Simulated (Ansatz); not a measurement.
Cost and result for the atomization energy of `FC1C=C[SiH2]1` (10 atoms, 10 bonds).

```
atom   x (Å)   y (Å)   z (Å)
  F1  -0.575  -1.921  -0.918
  C2  -0.130  -0.608  -0.875
  C3   1.063  -0.399   0.021
  C4   0.752   0.571   0.896
 Si5  -1.004   0.636   0.299
  H6   0.048  -0.289  -1.906
  H7   2.004  -0.941  -0.078
  H8   1.417   1.020   1.623
  H9  -2.025   0.023   1.187
 H10  -1.550   1.910  -0.249
```

Charge 0, multiplicity 1. The structure was optimised at the PBE0-D4/def2-TZVP level. Program: Ansatz. All runs use 4 threads of an Arm Neoverse V1 on a shared host. Times are those of one run each, without the atoms' runs, and a repeat can differ threefold. Electronic energies, without spin–orbit coupling; frozen cores. CCSD(T)/CBS adds CCSD(T) − MP2 in def2-TZVPP to the MP2 limit, and its time is that of the two runs behind it. T1 = 0.012. B3LYP takes the VWN-RPA correlation (the form of Gaussian; ORCA's B3LYP/G).

CCSD(T)/CBS is a level of theory with its own doubt, some kJ/mol a heavy atom from the limit and from the frozen cores, so smaller differences don't rank the functionals.

| level | functions | wall time | atomization (kcal/mol) | difference from CCSD(T)/CBS | per bond |
| --- | --- | --- | --- | --- | --- |
| PBE-D4/def2-TZVPP (with forces) | 236 | 2.1 s | 959.2 | 25.5 | 2.6 |
| PBE0-D4/def2-TZVPP | 236 | 2.3 s | 941.2 | 7.5 | 0.8 |
| B3LYP-D4/def2-TZVPP (with forces) | 236 | 3.6 s | 932.8 | -0.9 | -0.1 |
| r2SCAN-D4/def2-TZVPP (with forces) | 236 | 4 s | 937.9 | 4.2 | 0.4 |
| B2PLYP/def2-TZVPP | 236 | 4.3 s | 924.2 | -9.5 | -0.9 |
| ωB97X-V/def2-TZVPP | 236 | 6 s | 938.3 | 4.6 | 0.5 |
| ωB97M-V/def2-TZVPP (with forces) | 236 | 8.5 s | 938.0 | 4.3 | 0.4 |
| MP2/def2-QZVPP | 448 | 17 s | 942.7 | 9.0 | 0.9 |
| CCSD(T)/def2-TZVPP | 236 | 88 s | 909.3 | -24.4 | -2.4 |
| CCSD(T)/CBS(def2) | – | 110 s | 933.7 | 0.0 | 0.0 |

In def2-TZVPP, CCSD(T) changes the Hartree–Fock value by +226.8 kcal/mol (the triples alone add +15.6 kcal/mol) and MP2 by +245.8 kcal/mol; breaking electron pairs costs correlation energy, which Hartree–Fock lacks. The D4 term adds +7.8 kcal/mol with B3LYP and +4.0 kcal/mol with PBE0; it sums over pairs of atoms, weighted by their polarisabilities, and B3LYP, whose exchange is more repulsive, gets the larger term. From PBE to PBE0 (25 % exact exchange), in def2-TZVPP and without D4, the atomization energy moves by −17.2 kcal/mol: exact exchange takes away binding that semilocal exchange gives to molecules.
